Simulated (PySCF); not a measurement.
TDDFT excited states: [C5H7FNO]+

C5H7FNO (charge +1).
SMILES: `FCC[N+]1=COC=C1`

Method: TDDFT PBE0/def2-SVPD, vertical, gas phase, core orbitals frozen in the response (PySCF). Isolated species at its GFN2-xTB geometry (one conformer only). Torsions of this conformer, `[F:1][CH2:2][CH2:3][n+:4]1[cH:5][cH:6][o:7][cH:8]1`: F1–C2–C3–N4 -59°, C2–C3–N4–C5 72°.

List the vertical singlet excitations with oscillator strengths and describe the spectrum.

| state | E (eV) | E (kJ/mol) | λ (nm) | f | \|μ\| (D) | main configurations (H = HOMO, L = LUMO) |
| --- | --- | --- | --- | --- | --- | --- |
| S1 | 6.05 | 584 | 204.9 | 0.120 | 2.29 | H→L (96%) |
| S2 | 6.86 | 662 | 180.7 | 0.015 | 0.77 | H-1→L (94%) |
| S3 | 6.98 | 673 | 177.7 | 0.022 | 0.91 | H-2→L (92%) |
| S4 | 7.67 | 740 | 161.7 | 0.186 | 2.53 | H→L+1 (74%), H-3→L (14%) |
| S5 | 8.35 | 806 | 148.4 | 0.0032 | 0.32 | H-1→L+1 (97%) |
| S6 | 8.48 | 818 | 146.2 | 0.053 | 1.29 | H-4→L (36%), H-3→L (28%), H→L+2 (19%) |

Triplets (Tamm–Dancoff): T1 4.11 eV, H→L (94%); T2 5.15 eV, H→L+1 (91%).

The lowest singlet lies at 6.05 eV (205 nm, ultraviolet) and is of moderate strength; its leading configuration is HOMO→LUMO (96%). The strongest level in the table is S4 at 7.67 eV (162 nm, f = 0.186). Löwdin shares by element: HOMO carbon 74% or more, nitrogen 9% (atoms not listed hold the other 18%); LUMO carbon 43% or more, nitrogen 21%, oxygen 21%. The listed states span 2.43 eV, and the widest gap between neighbours is 0.81 eV (S1 to S2). Of the 6 states listed, 5 reach f = 0.01 and none stays under 0.0005. The oscillator strengths of these states sum to 0.399; summed over the whole spectrum of an exact calculation they would give the number of electrons, 60 (Thomas–Reiche–Kuhn). Singlets were solved by full linear response, triplets in the Tamm–Dancoff approximation.
